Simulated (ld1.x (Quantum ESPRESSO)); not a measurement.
Ranking TM semilocal potentials for Si

All share these settings but for the change named:

ld1.x (Quantum ESPRESSO) 7.5 input, shortened:

```
&input
   title='Si', zed=14., rel=1, dft='PBE', iswitch=3,
   config='[Ne] 3s2 3p2'
 /
 &inputp
   pseudotype=1, tm=.true., lloc=1,
   nlcc=.true., rcore=0.85
 /
2
3S  1  0   2.00   0.00  1.25  1.25  0.0
3P  2  1   2.00   0.00  2.40  2.40  0.0
 &test
   configts(1)='3s2 3p2'
 /
```

Cutoff: the first of the cutoffs (Ry, on a coarse ladder) from which the occupation-weighted sum of valence levels, in a spherical-Bessel basis at the reference potential, stays within 10 and 1 mRy of its value at 400 Ry; the density cutoff is not measured.

The base gives 50 Ry.

Of 10 variants that were run, those that failed, showed a ghost or another fault, or gave nearly equal values are left out.

Rank these variants from softest to hardest (loose cutoff).
A. wave 3s (bound): rc 1.25 bohr becomes 3s (bound): rc 1.08 bohr
B. wave 3s (bound): rc 1.25 bohr becomes 3s (bound): rc 1.30 bohr
C. wave 3s (bound): rc 1.25 bohr becomes 3s (bound): rc 1.64 bohr
D. wave 3s (bound): rc 1.25 bohr becomes 3s (bound): rc 1.16 bohr
E. wave 3s (bound): rc 1.25 bohr becomes 3s (bound): rc 1.38 bohr

C (15 Ry), E (35 Ry), B (40 Ry), D (60 Ry), A (90 Ry).
